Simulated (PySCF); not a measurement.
## Electron correlation in Tc⁺ (technetium, charge +1)

[Kr] 4d6, high-spin 5D determinant (an excited configuration). Computed with PySCF 2.14 in def2-QZVPPD with the def2 core potential (28 electrons), with a scalar-relativistic core potential. Frozen: 4s2 4p6; 6 electrons correlated.

| level | correlation energy (mhartree) |
| --- | --- |
| CCSD | -117.99 |
| (T) | -3.93 |
| CCSD(T) | -121.92 |

Diagnostics: T1 = 0.0031, D1 = 0.0063, largest double amplitude 0.042.

Cost of the coupled-cluster step: about 26 core-seconds, for 6 correlated electrons.
